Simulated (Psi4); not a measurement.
CH5Si (SMILES [CH2][SiH3]), doublet, geometry from GFN2-xTB; REVPBE/def2-SVP (Psi4).

Input for Psi4:
```
memory 2 GB

molecule {
0 2
  C    -0.01711389    0.13861103   -1.25945287
  Si    0.00774095   -0.06609183    0.57241213
  H    -0.92959358    0.22915764   -1.82227983
  H     0.88009381    0.20740535   -1.84926448
  H     0.03350168    1.24334789    1.24448153
  H    -1.19792114   -0.77868484    1.00294438
  H     1.20822931   -0.80760657    0.96706573
}

set basis def2-svp
set reference uks

energy('revpbe')
print_variables()
```

Output, abridged:

```
   => Loading Basis Set <=

    Name: DEF2-SVP
    Role: ORBITAL
    Keyword: BASIS

         ---------------------------------------------------------
                                   SCF
               by Justin Turney, Rob Parrish, Andy Simmonett
                          and Daniel G. A. Smith
                              UKS Reference
         ---------------------------------------------------------

  ==> Geometry <==

    Molecular point group: c1
    Full point group: C1

    Geometry (in Angstrom), charge = 0, multiplicity = 2:

       Center              X                  Y                   Z               Mass
    ------------   -----------------  -----------------  -----------------  -----------------
         C           -0.017235332584     0.140640569767    -1.269233126822    12.000000000000
         SI           0.007619507416    -0.064062290233     0.562631873178    27.976926534650
         H           -0.929715022584     0.231187179767    -1.832060086822     1.007825032230
         H            0.879972367416     0.209434889767    -1.859044736822     1.007825032230
         H            0.033380237416     1.245377429767     1.234701273178     1.007825032230
         H           -1.198042582584    -0.776655300233     0.993164123178     1.007825032230
         H            1.208107867416    -0.805577030233     0.957285473178     1.007825032230

  Running in c1 symmetry.

  Rotational constants: A =      2.27758  B =      0.40340  C =      0.38730 [cm^-1]
  Rotational constants: A =  68280.03756  B =  12093.65858  C =  11610.96631 [MHz]
  Nuclear repulsion =   56.297503339394289

  Charge       = 0
  Multiplicity = 2
  Electrons    = 25
  Nalpha       = 13
  Nbeta        = 12

  ==> Algorithm <==

  SCF Algorithm Type is DF.
  DIIS enabled.
  MOM disabled.
  Fractional occupation disabled.
  Guess Type is SAD.
  Energy threshold   = 1.00e-06
  Density threshold  = 1.00e-06
  Integral threshold = 1.00e-12

  ==> Primary Basis <==

  Basis Set: DEF2-SVP
    Blend: DEF2-SVP
    Number of shells: 29
    Number of basis functions: 57
    Number of Cartesian functions: 59
    Spherical Harmonics?: true
    Max angular momentum: 2

  ==> DFT Potential <==

   => LibXC <=

    Version 7.1.2
    S. Lehtola, C. Steigemann, M. J. T. Oliveira, and M. A. L. Marques,  SoftwareX 7, 1–5 (2018) (10.1016/j.softx.2017.11.002)

   => Composite Functional: REVPBE <=

    revPBE GGA Exchange-Correlation Functional

    Y. Zhang and W. Yang, Phys. Rev. Lett. 80, 890, 1998

    Deriv               =              1
    GGA                 =           TRUE
    Meta                =          FALSE

    Exchange Hybrid     =          FALSE
    MP2 Hybrid          =          FALSE

   => Exchange Functionals <=

    1.0000   XC_GGA_X_PBE_R

   => Correlation Functionals <=

    1.0000     XC_GGA_C_PBE

   => LibXC Density Thresholds  <==

    XC_GGA_C_PBE:  1.00E-12
    XC_GGA_X_PBE_R:  1.00E-15

   => Molecular Quadrature <=

    Radial Scheme          =       TREUTLER
    Pruning Scheme         =           NONE
    Nuclear Scheme         =       TREUTLER

    Blocking Scheme        =         OCTREE
    BS radius alpha        =              1
    Pruning alpha          =              1
    Radial Points          =             75
    Spherical Points       =            302
    Total Points           =         152154
    Total Blocks           =           1195
    Max Points             =            256
    Max Functions          =             57
    Weights Tolerance      =       1.00E-15

   => Loading Basis Set <=

    Name: (DEF2-SVP AUX)
    Role: JKFIT
    Keyword: DF_BASIS_SCF

  ==> Integral Setup <==

  SCF_SUBTYPE=INCORE selected. In-core MEM_DF algorithm will be used.
  Using in-core AOs.

  ==> MemDFJK: Density-Fitted J/K Matrices <==

    J tasked:                   Yes
    K tasked:                    No
    wK tasked:                   No
    Algorithm:                 Core
    Schwarz Cutoff:           1E-12
[...]

  Minimum eigenvalue in the overlap matrix is 7.9773292846E-03.
  Reciprocal condition number of the overlap matrix is 1.6883029498E-03.
    Using symmetric orthogonalization.

  ==> Pre-Iterations <==

  SCF Guess: Superposition of Atomic Densities via on-the-fly atomic UHF (no occupation information).

   -------------------------
    Irrep   Nso     Nmo
   -------------------------
     A         57      57
   -------------------------
    Total      57      57
   -------------------------

  ==> Iterations <==

                           Total Energy        Delta E     RMS |[F,P]|

   @DF-UKS iter SAD:  -329.88945649718721   -3.29889e+02   0.00000e+00
   @DF-UKS iter   1:  -330.14245714988016   -2.53001e-01   9.69187e-03 ADIIS/DIIS
   @DF-UKS iter   2:  -329.94945223917972    1.93005e-01   1.30622e-02 ADIIS/DIIS
   @DF-UKS iter   3:  -330.33128997803442   -3.81838e-01   1.15921e-03 ADIIS/DIIS
   @DF-UKS iter   4:  -330.33475234409741   -3.46237e-03   4.48577e-04 ADIIS/DIIS
   @DF-UKS iter   5:  -330.33528094361856   -5.28600e-04   8.65393e-05 DIIS
   @DF-UKS iter   6:  -330.33529903572168   -1.80921e-05   1.76279e-05 DIIS
   @DF-UKS iter   7:  -330.33530002127355   -9.85552e-07   3.72639e-06 DIIS
   @DF-UKS iter   8:  -330.33530007026883   -4.89953e-08   8.59307e-07 DIIS
  Energy and wave function converged.

  ==> Post-Iterations <==

   Electrons on quadrature grid:
      Nalpha   =   13.0000013802 ; deviation = 1.380e-06
      Nbeta    =   12.0000002765 ; deviation = 2.765e-07
      Ntotal   =   25.0000016567 ; deviation = 1.657e-06

   @Spin Contamination Metric:   3.516872691E-03
   @S^2 Expected:                7.500000000E-01
   @S^2 Observed:                7.535168727E-01
   @S   Expected:                5.000000000E-01
   @S   Observed:                5.000000000E-01

    Orbital Energies [Eh]
    ---------------------

    Alpha Occupied:

[...]
      13A     -0.201725

    Alpha Virtual:

[...]
    Beta Occupied:

[...]
    Beta Virtual:

[...]
    Final Occupation by Irrep:
              A
    DOCC [    12 ]
    SOCC [     1 ]
    NA   [    13 ]
    NB   [    12 ]

  @DF-UKS Final Energy:  -330.33530007026883

   => Energetics <=

    Nuclear Repulsion Energy =             56.2975033393942894
    One-Electron Energy =                -566.7229519059802669
    Two-Electron Energy =                 208.1805296724305947
    DFT Exchange-Correlation Energy =     -28.0903811761134783
    Empirical Dispersion Energy =           0.0000000000000000
    VV10 Nonlocal Energy =                  0.0000000000000000
    Total Energy =                       -330.3353000702688291

  UHF NO Occupations:
  HONO-2 :   11  A 1.9997646
  HONO-1 :   12  A 1.9988483
  HONO-0 :   13  A 1.0000000
  LUNO+0 :   14  A 0.0011517
  LUNO+1 :   15  A 0.0002354
  LUNO+2 :   16  A 0.0002264
  LUNO+3 :   17  A 0.0001351

Computation Completed

Properties will be evaluated at   0.000000,   0.000000,   0.000000 [a0]

Properties computed using the SCF density matrix

 Multipole Moments:

 ------------------------------------------------------------------------------------
     Multipole            Electronic (a.u.)      Nuclear  (a.u.)        Total (a.u.)
 ------------------------------------------------------------------------------------

 L = 1.  Multiply by 2.5417464519 to convert [e a0] to [Debye]
 Dipole X            :          0.0029685           -0.0057373           -0.0027688
 Dipole Y            :         -0.0595074            0.0958819            0.0363746
 Dipole Z            :          0.2470459           -0.4620503           -0.2150044
 Magnitude           :                                                    0.2180772

 ------------------------------------------------------------------------------------

  Variable Map:
  ----------------------------------------------------------------------------
[...]
  Array Variable Map:
  ----------------------------------------------------------------------------
[...]
[...]
```
